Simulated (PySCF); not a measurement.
BrSi, SMILES [Si]Br (connectivity only; charge and spin as stated), charge +1, multiplicity 1.

The structure is a stationary point at B3LYP-D3(BJ)/def2-TZVP. The spin state was assumed, not searched.

Computed with TDA-CAM-B3LYP/def2-TZVPD in PySCF.

Vertical excitations; the highest root listed may be one member of a degenerate set. Isolated molecule, no solvent. State labels are in the subgroup C2v.

```tsv
state	symmetry	energy (eV)	λ (nm)	f	main pairs
S1	A2	4.85	255	0.000	HOMO−2→LUMO+1 50 %, HOMO−1→LUMO 50 %
S2	B1	5.00	248	0.041	HOMO→LUMO (degenerate set)
S3	B2	5.00	248	0.041	HOMO→LUMO+1 (degenerate set)
S4	A2	5.04	246	0.000	HOMO−1→LUMO, HOMO−2→LUMO+1 (degenerate set)
S5	A1	5.04	246	0.000	HOMO−2→LUMO, HOMO−1→LUMO+1 (degenerate set)
S6	A1	6.66	186	0.092	HOMO−1→LUMO+1 38 %, HOMO−2→LUMO 38 %, HOMO→LUMO+2 19 %
S7	B1	8.56	145	0.011	HOMO−2→LUMO+2 (degenerate set)
S8	B2	8.56	145	0.011	HOMO−1→LUMO+2 (degenerate set)
S9	A1	10.08	123	1.777	HOMO→LUMO+2 72 %
S10	A1	10.29	121	0.342	HOMO→LUMO+3 91 %
T1	B1	3.41	363	0	HOMO→LUMO (degenerate set)
T2	B2	3.41	363	0	HOMO→LUMO+1 (degenerate set)
T3	A1	4.33	287	0	HOMO−2→LUMO 49 %, HOMO−1→LUMO+1 49 %
T4	A2	4.54	273	0	HOMO−2→LUMO+1 49 %, HOMO−1→LUMO 49 %
```
Triplets are in the Tamm–Dancoff approximation.
